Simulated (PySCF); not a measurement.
## Excitation energy of As by level of theory

As [Ar] 3d10 4s2 4p3 (4S) → As [Ar] 3d10 4s1 4p3 4d1 (6D), as a difference of total energies. All numbers are calculated (PySCF 2.14, scalar relativity through the core potential, in aug-cc-pVQZ-PP with ECP10MDF). Correlated levels: valence: 3s2 3p6 3d10 frozen. The calculations carry no spin-orbit coupling.

```
           method  excitation energy (cm⁻¹)
              UHF                    103040
              LDA                    124510
              PBE                    121150
             PBE0                    119040
           r2SCAN                    118250
            wB97X                    126650
            B97-3                    122120
             MN15                    120640
          wB97M-V                    121380
    MP2 (valence)                    114130
SCS-MP2 (valence)                    117550
```

The upper state lies above the first ionisation limit, but in LS coupling its spin forbids autoionisation to the ground ion.

The promoted electron is Rydberg-like, and one or two diffuse shells describe it only roughly, which tends to raise the upper state.
